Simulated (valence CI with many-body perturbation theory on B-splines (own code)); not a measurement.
Au73+: fill in the table

Level of theory: relativistic CI+MBPT: four valence electrons over a frozen Dirac-Fock core [He], radial functions for each j: 11 s, 11 p, 10 d, 8 f, 5 g, 2 h, with the one-electron correlation potential Σ1 (screened to all orders), the two-electron term Σ2, the three-electron term Σ3, Breit, model QED; selected single and double excitations, second order for the rest, scaled by the run's own slope (own B-spline code, finite nucleus).

The last digits are not significant, and no measured levels were compared; by estimate large intervals hold to a few tenths of a per cent, small ones and those within an open d or f shell to about a per cent. Among the levels kept, up to 1300 cm⁻¹ of a level comes from second order outside the variational space, and about a tenth of that is noise between levels of different J, which matters for small intervals.

| Level | E (× 10³ cm⁻¹) |
| --- | --- |
| (2s^2 2p1/2^2) J=0 | 0.00 |
| (2s^2 2p1/2 2p3/2) J=1 | ? |
| (2s^2 2p1/2 2p3/2) J=2 | 15601 |
| (2s 2p1/2^2 2p3/2) J=2 | ? |
| (2s 2p1/2^2 2p3/2) J=1 | 18951 |
| (2s^2 2p3/2^2) J=2 | 31289 |
| (2s^2 2p3/2^2) J=0 | ? |
| (2s 2p1/2 2p3/2^2) J=2 [a] | 33380 |
| (2s 2p1/2 2p3/2^2) J=3 | 33749 |
| (2s 2p1/2 2p3/2^2) J=0 | 34325 |
| (2s 2p1/2 2p3/2^2) J=1 [a] | 34524 |
| (2s 2p1/2 2p3/2^2) J=2 [b] | 34591 |
| (2s 2p1/2 2p3/2^2) J=1 [b] | 34633 |
| (2p1/2^2 2p3/2^2) J=2 | 37468 |
| (2p1/2^2 2p3/2^2) J=0 | ? |
| (2s 2p3/2^3) J=2 | 49747 |
| (2s 2p3/2^3) J=1 | ? |
| (2p1/2 2p3/2^3) J=1 | 53076 |
| (2p1/2 2p3/2^3) J=2 | 53224 |
| (2p3/2^4) J=0 | ? |

Levels are named by their leading jj configuration (3d3/2^4 stands for four electrons in 3d with j = 3/2), which in mixed levels can hold well under half, so a name can repeat and another be missing. Letters in brackets count levels of one name in rising energy.

Q: The levels stand in rising order. What does the calculation give for the missing energies?

A: (2s^2 2p1/2 2p3/2) J=1 15454; (2s 2p1/2^2 2p3/2) J=2 18175; (2s^2 2p3/2^2) J=0 31848; (2p1/2^2 2p3/2^2) J=0 38048; (2s 2p3/2^3) J=1 50511; (2p3/2^4) J=0 69167.
